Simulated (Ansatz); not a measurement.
Ansatz (a first-principles code) input (HF/def2-TZVP):

Ansatz 0.2 input:
```yaml
crystal:
  periodic: [false, false, false]
  atoms:
    - {symbol: Sn, position_ang: [-0.00000000, -0.00000000, -0.60735660]}
    - {symbol: Cl, position_ang: [0.00000000, 0.00000000, 1.78634293]}
basis:
  gaussian:
    orbitals: def2-TZVP
hamiltonian:
  xc: {name: HF}
magnetization: {spin_polarized: true, initial_magnetization: 1}
relax: {f_tol: 0.003, max_steps: 100}
```

Output:

```
Functional definition: HF
integrals: 0.03 GiB planned
766 factors; integrals over basis functions are off by at most 2.5e-4 eV
mean field: 0.25 GiB planned
mean field evaluation 1: about -18310.0211 eV, gradient 9.9e0 eV
mean field evaluation 2: about -18310.0218 eV, gradient 9.9e0 eV
mean field evaluation 4: about -18310.8863 eV, gradient 1.2e0 eV
mean field evaluation 8: about -18310.9169 eV, gradient 9.2e-4 eV
mean field evaluation 16: about -18310.7412 eV, gradient 1.3e0 eV
mean field evaluation 32: about -18310.0210 eV, gradient 9.9e0 eV
mean field -18310.91691041 eV, -672.9137848722 hartree, gradient 2.3e-5 eV, S^2 0.765550; 0 other end points of the search recorded, 0 dependent functions left out
the calculation of the forces begins
reference -18310.91691041 eV, -672.9137848722 hartree; 20, 19 occupied and 67, 68 virtual orbitals, 766 factors
relax step   1: F+E_penalty+E_count = -18310.91691041 eV  Δ(F+E_penalty+E_count) = +0.000e0 eV  max|allowed force component| = 1.318e-1 eV/Å  Δτ_max = 0.0000 Å  (65 SCF iters, accepted)
these checks for a lower state are left out or cut short: starts, cluster_reference, orbital_swaps, neighbouring_geometries, increment
integrals: 0.03 GiB planned
766 factors; integrals over basis functions are off by at most 2.6e-4 eV
mean field: 0.25 GiB planned
mean field -18310.91761265 eV, -672.9138106792 hartree, gradient 6.3e-5 eV, S^2 0.765624; 0 other end points of the search recorded, 0 dependent functions left out
the calculation of the forces begins
reference -18310.91761265 eV, -672.9138106792 hartree; 20, 19 occupied and 67, 68 virtual orbitals, 766 factors
relax step   2: F+E_penalty+E_count = -18310.91761265 eV  Δ(F+E_penalty+E_count) = -7.022e-4 eV  max|allowed force component| = 3.343e-2 eV/Å  Δτ_max = 0.0070 Å  (33 SCF iters, accepted)
these checks for a lower state are left out or cut short: starts, cluster_reference, orbital_swaps, neighbouring_geometries, increment
integrals: 0.03 GiB planned
766 factors; integrals over basis functions are off by at most 2.6e-4 eV
mean field: 0.25 GiB planned
mean field -18310.91765896 eV, -672.9138123811 hartree, gradient 6.2e-5 eV, S^2 0.765609; 0 other end points of the search recorded, 0 dependent functions left out
the calculation of the forces begins
reference -18310.91765896 eV, -672.9138123811 hartree; 20, 19 occupied and 67, 68 virtual orbitals, 766 factors
relax step   3: F+E_penalty+E_count = -18310.91765896 eV  Δ(F+E_penalty+E_count) = -4.631e-5 eV  max|allowed force component| = 1.196e-4 eV/Å  Δτ_max = 0.0014 Å  (34 SCF iters, accepted)
integrals: 0.03 GiB planned
766 factors; integrals over basis functions are off by at most 2.6e-4 eV
mean field: 0.25 GiB planned
mean field evaluation 64: about -18309.3450 eV, gradient 6.3e0 eV
mean field -18310.91765896 eV, -672.9138123811 hartree, gradient 6.2e-5 eV, S^2 0.765609; 1 other end points of the search recorded, 0 dependent functions left out
the calculation of the forces begins
reference -18310.91765896 eV, -672.9138123811 hartree; 20, 19 occupied and 67, 68 virtual orbitals, 766 factors
Total energy: -18310.91765896 eV, -672.9138123811 hartree
Atom 0 at     0.000000     0.000000    -0.601717 Å, force     0.000000     0.000000    -0.000120 eV/Å
Atom 1 at    -0.000000    -0.000000     1.780704 Å, force    -0.000000    -0.000000     0.000120 eV/Å
Dipole moment:     0.000000    -0.000000    -0.624770 e Å
```
